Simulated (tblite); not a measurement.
A tight-binding relaxation on `FC(F)=C(F)/C=C\[Se][SiH3]`.

Computed with GFN2-xTB geometry optimisation, gas phase (tblite 0.8.0). Start geometry: from a force field or distance geometry. The input is one job of a driver script: a line of settings, then coordinates in Å.

Command:
```bash
OMP_NUM_THREADS=1 python probes_run.py task.json out
```

Input:
```
{"job": {"kind": "relax", "xc": "GFN2-xTB", "basis": "xTB"}, "charge": 0, "multiplicity": 1}
F     -3.649700     1.446200    -0.220500
C     -3.208000     0.270600     0.249600
F     -4.104500    -0.621300     0.742900
C     -1.922500    -0.060500     0.273400
F     -1.574800    -1.279400     0.790700
C     -0.959700     0.892700    -0.240700
C      0.332100     0.583500    -0.229000
Se     1.000800    -1.085300     0.453400
Si     3.247700    -0.880200     0.883100
H     -1.348800     1.822300    -0.607100
H      1.003500     1.344600    -0.632000
H      3.945400    -2.163200     0.751000
H      3.446500    -0.441500     2.294400
H      3.791200     0.170800     0.028500
```

Output:
```
step      E/eV     max force
  0    -820.84199    1.431
  1    -820.95601    0.931
  2    -821.04276    0.999
  3    -821.10295    0.845
  4    -821.15305    0.676
  5    -821.18284    0.461
  6    -821.20421    0.368
  7    -821.21633    0.255
  8    -821.22438    0.266
  9    -821.23342    0.278
... (83 lines left out)
 93    -821.34272    0.088
 94    -821.34365    0.050
 95    -821.34390    0.041
 96    -821.34415    0.045
 97    -821.34432    0.036
 98    -821.34449    0.037
 99    -821.34471    0.019
100    -821.34476    0.012
101    -821.34478    0.011
102    -821.34479    0.009
```

«max force» is the largest atomic force in eV/Å.

**Question.** From which step on does the largest force stay under 0.1 eV/Å, and how much energy is left to gain from there?

**Answer.** From step 32 (0.074 eV/Å), 17.5 meV above the end.

In short: energy lowered by 11.6 kcal/mol over 102 steps; largest atomic force 0.009 eV/Å at the end.

**Question.** Where do the atoms end?

**Answer.** 0.451 Å rms from the input after alignment:
```
atom  x, y, z in Å
F1    -3.6393    1.5126   -0.3085
C2    -3.2851    0.2877    0.0722
F3    -4.3501   -0.4843    0.2303
C4    -2.0111   -0.0810    0.2583
F5    -1.7771   -1.3522    0.6391
C6    -0.8739    0.7789    0.0807
C7     0.4086    0.4178    0.2428
Se8    1.0576   -1.2814    0.7255
Si9    3.2868   -0.7598    0.6894
H10   -1.1137    1.7915   -0.2098
H11    1.1794    1.1588    0.0803
H12    3.9659   -2.0410    0.8005
H13    3.5867    0.1291    1.8100
H14    3.5645   -0.0773   -0.5729
```

**Question.** How long does this job take on one thread of an Arm Neoverse N1, no GPU, on a shared host?

**Answer.** About 1.4 s.
Labels such as C1 count atoms from 1, the log's own numbers from 0.
